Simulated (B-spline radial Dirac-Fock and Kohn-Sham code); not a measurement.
Level of theory: the Dirac equation of a negative muon with reduced mass in the field of a spherical finite nucleus, with the Uehling potential to all orders; nuclear polarisation, deformation, hyperfine structure, self-energy, higher-order vacuum polarisation, relativistic recoil and electron screening are left out; a radial B-spline solver. The nuclear charge is a Fermi distribution (skin thickness 2.3 fm).

Q: A muonic atom of atomic mass 130.91 u emits these computed lines: 2p3/2 → 1s1/2 3993 keV, 3d5/2 → 2p3/2 1227 keV, 4f7/2 → 3d5/2 433.9 keV, 5g9/2 → 4f7/2 199.9 keV. Which element is it, and what rms charge radius was used?

A: Barium (Z = 56, nuclide ¹³¹Ba); the high transitions hardly feel the nucleus and fix Z. The 2p → 1s line lies 2997 keV below the value for a point nucleus without QED, which for this nuclear model gives a radius near 4.83 fm (4.8276 fm was used).
